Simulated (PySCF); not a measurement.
anisole (C$_{7}$H$_{8}$O), singlet, geometry from GFN2-xTB; PySCF with REVPBE/STO-3G.

PySCF was given this input:
```python
from pyscf import gto, scf, dft

mol = gto.M(
    atom='''
C    -2.765641    0.244745   -0.124440
O    -1.686908   -0.464926   -0.680703
C    -0.426658   -0.186880   -0.240393
C     0.598518   -0.926087   -0.832817
C     1.910108   -0.722877   -0.459414
C     2.224211    0.218573    0.509120
C     1.210897    0.951309    1.096738
C    -0.111371    0.756630    0.730324
H    -3.656987   -0.138126   -0.619224
H    -2.849125    0.071534    0.953640
H    -2.681595    1.319986   -0.314233
H     0.335083   -1.653801   -1.584192
H     2.693503   -1.301708   -0.925864
H     3.251031    0.377588    0.801378
H     1.443702    1.687509    1.852423
H    -0.880735    1.343944    1.206983
''',
    basis='sto-3g',
    charge=0,
    spin=0,
    verbose=4,
)

mf = dft.RKS(mol)
mf.xc = 'revpbe'
mf.kernel()
```

Problem. Predict the main parts of the log of this PySCF run.

Solution. 
```
PySCF version 2.14.0

[INPUT] verbose = 4
[INPUT] num. atoms = 16
[INPUT] num. electrons = 58
[INPUT] charge = 0
[INPUT] spin (= nelec alpha-beta = 2S) = 0
[INPUT] symmetry False subgroup None
[INPUT] Mole.unit = angstrom
[INPUT] Symbol           X                Y                Z      unit          X                Y                Z       unit  Magmom
[INPUT]  1 C     -2.765641000000   0.244745000000  -0.124440000000 AA   -5.226304048868   0.462501020357  -0.235157518941 Bohr   0.0
[INPUT]  2 O     -1.686908000000  -0.464926000000  -0.680703000000 AA   -3.187794117338  -0.878582808190  -1.286342242170 Bohr   0.0
[INPUT]  3 C     -0.426658000000  -0.186880000000  -0.240393000000 AA   -0.806266768855  -0.353152018159  -0.454276932263 Bohr   0.0
[INPUT]  4 C      0.598518000000  -0.926087000000  -0.832817000000 AA    1.131035100622  -1.750050797520  -1.573796041882 Bohr   0.0
[INPUT]  5 C      1.910108000000  -0.722877000000  -0.459414000000 AA    3.609580988341  -1.366039551747  -0.868166637791 Bohr   0.0
[INPUT]  6 C      2.224211000000   0.218573000000   0.509120000000 AA    4.203149633245   0.413043108225   0.962097364539 Bohr   0.0
[INPUT]  7 C      1.210897000000   0.951309000000   1.096738000000 AA    2.288263695057   1.797713469834   2.072534450403 Bohr   0.0
[INPUT]  8 C     -0.111371000000   0.756630000000   0.730324000000 AA   -0.210460688219   1.429823477630   1.380112342197 Bohr   0.0
[INPUT]  9 H     -3.656987000000  -0.138126000000  -0.619224000000 AA   -6.910703871095  -0.261020310682  -1.170163769758 Bohr   0.0
[INPUT] 10 H     -2.849125000000   0.071534000000   0.953640000000 AA   -5.384065944651   0.135179668595   1.802118421430 Bohr   0.0
[INPUT] 11 H     -2.681595000000   1.319986000000  -0.314233000000 AA   -5.067480127003   2.494412028260  -0.593814309300 Bohr   0.0
[INPUT] 12 H      0.335083000000  -1.653801000000  -1.584192000000 AA    0.633215098998  -3.125230954532  -2.993689008727 Bohr   0.0
[INPUT] 13 H      2.693503000000  -1.301708000000  -0.925864000000 AA    5.089982985694  -2.459871614155  -1.749629388594 Bohr   0.0
[INPUT] 14 H      3.251031000000   0.377588000000   0.801378000000 AA    6.143558212471   0.713537907922   1.514384942252 Bohr   0.0
[INPUT] 15 H      1.443702000000   1.687509000000   1.852423000000 AA    2.728201385487   3.188929842739   3.500572136845 Bohr   0.0
[INPUT] 16 H     -0.880735000000   1.343944000000   1.206983000000 AA   -1.664347938319   2.539686086752   2.280867307006 Bohr   0.0

nuclear repulsion = 347.262235391693
number of shells = 32
number of NR pGTOs = 144
number of NR cGTOs = 48
basis = sto-3g
ecp = {}

******** <class 'pyscf.dft.rks.RKS'> ********
method = RKS
initial guess = minao
damping factor = 0
level_shift factor = 0
DIIS = <class 'pyscf.scf.diis.CDIIS'>
diis_start_cycle = 1
diis_space = 8
diis_damp = 0
SCF conv_tol = 1e-09
SCF conv_tol_grad = None
SCF max_cycles = 50
direct_scf = True
direct_scf_tol = 1e-13
XC library pyscf.dft.libxc version 7.1.2
    S. Lehtola, C. Steigemann, M. J. T. Oliveira, and M. A. L. Marques,  SoftwareX 7, 1–5 (2018)
XC functionals = revpbe
    Y. Zhang and W. Yang,  Phys. Rev. Lett. 80, 890 (1998)
    J. P. Perdew, K. Burke, and M. Ernzerhof,  Phys. Rev. Lett. 77, 3865 (1996)
    J. P. Perdew, K. Burke, and M. Ernzerhof,  Phys. Rev. Lett. 78, 1396 (1997)
radial grids:
    Treutler-Ahlrichs [JCP 102, 346 (1995); DOI:10.1063/1.469408] (M4) radial grids

becke partition: Becke, JCP 88, 2547 (1988); DOI:10.1063/1.454033
pruning grids: <function nwchem_prune>
grids dens level: 3
symmetrized grids: False
atomic radii adjust function: <function treutler_atomic_radii_adjust>
small_rho_cutoff = 0
Set gradient conv threshold to 3.16228e-05
Initial guess from minao.
tot grids = 191376
init E= -343.617466037439
  HOMO = -0.239734760864948  LUMO = -0.0441136116314879  gap/eV = 5.32312
cycle= 1 E= -342.306790171619  delta_E= 1.31  |g|= 0.397  |ddm|= 5.59
  HOMO = -0.0235749041168023  LUMO = 0.0910700810062387  gap/eV = 3.11965
cycle= 2 E= -342.175246188012  delta_E= 0.132  |g|= 0.808  |ddm|= 1.51
  HOMO = -0.097225272659872  LUMO = 0.0929848210428684  gap/eV = 5.17588
cycle= 3 E= -342.349692503043  delta_E= -0.174  |g|= 0.153  |ddm|= 1.11
  HOMO = -0.097337468526396  LUMO = 0.0733851288322579  gap/eV = 4.64560
cycle= 4 E= -342.357167854184  delta_E= -0.00748  |g|= 0.0554  |ddm|= 0.316
  HOMO = -0.102695337215009  LUMO = 0.0703681512084752  gap/eV = 4.70930
cycle= 5 E= -342.358199872087  delta_E= -0.00103  |g|= 0.0161  |ddm|= 0.0981
  HOMO = -0.102004550938435  LUMO = 0.0718656344333767  gap/eV = 4.73125
cycle= 6 E= -342.3582731972  delta_E= -7.33e-05  |g|= 0.00691  |ddm|= 0.0285
  HOMO = -0.101897862945555  LUMO = 0.0719869686930803  gap/eV = 4.73165
cycle= 7 E= -342.358289615247  delta_E= -1.64e-05  |g|= 0.0012  |ddm|= 0.0103
  HOMO = -0.101853210169507  LUMO = 0.0719974233679465  gap/eV = 4.73072
cycle= 8 E= -342.358290020119  delta_E= -4.05e-07  |g|= 0.0004  |ddm|= 0.00182
  HOMO = -0.101896600909295  LUMO = 0.0720172524397252  gap/eV = 4.73244
cycle= 9 E= -342.358290077238  delta_E= -5.71e-08  |g|= 9.25e-05  |ddm|= 0.000646
  HOMO = -0.101900157458394  LUMO = 0.0720153589230051  gap/eV = 4.73248
cycle= 10 E= -342.358290079784  delta_E= -2.55e-09  |g|= 2e-05  |ddm|= 0.000147
  HOMO = -0.101898644054253  LUMO = 0.072014793131372  gap/eV = 4.73243
cycle= 11 E= -342.35829007994  delta_E= -1.56e-10  |g|= 6.18e-06  |ddm|= 4.05e-05
  HOMO = -0.101898283372894  LUMO = 0.0720147061259662  gap/eV = 4.73241
Extra cycle  E= -342.358290079888  delta_E= 5.18e-11  |g|= 1.31e-05  |ddm|= 2.96e-05
converged SCF energy = -342.358290079888
```
